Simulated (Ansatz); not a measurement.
The first iterations of a band of CH$_{3}$AlS$_{2}$ (7 atoms, charge 0, multiplicity 1).

Method: RKS BHLYP-D4/6-31G* in Ansatz 0.2.0.

```json
{
  "movable images": "5",
  "climbing image": "yes",
  "spring": "5.0 eV/Å²",
  "optimiser": "quadratic models (default)",
  "start path": "through a guess of the saddle point",
  "force threshold": "0.05 eV/Å",
  "iteration limit": "55",
  "end points": "relaxed"
}
```

First end point:

```xyz
7
Properties=species:S:1:pos:R:3
S -2.639 0.221 -0.194
Al -0.481 0.120 -0.092
C 1.178 -0.632 0.463
S 1.388 0.941 -0.645
H -2.662 1.314 -0.965
H 1.619 -1.497 -0.013
H 1.598 -0.468 1.445
```

Last end point:

```xyz
7
Properties=species:S:1:pos:R:3
S -2.338 1.092 -0.802
Al -0.303 0.508 -0.362
C 1.057 -0.576 0.421
S 1.759 0.901 -0.610
H -2.891 0.090 -0.107
H 1.368 -1.522 0.000
H 1.348 -0.493 1.459
```

| iteration | highest image above the first end (eV) | largest band force component (eV/Å) |
| --- | --- | --- |
| 1 | 5.253 | 32.146 |
| 2 | 0.751 | 7.188 |

Task: Does the band converge within its limit, and where does its top end?

Result: It converged. It ended after 7 iterations with the highest image 0.162 eV above the first end. A vibrational analysis at the climbing image gives one clearly imaginary mode, 230i cm⁻¹: a first-order saddle point.

The run took 2 min on 1 thread of Arm Neoverse V2, with other jobs on the host, peak memory 0.15 GiB.
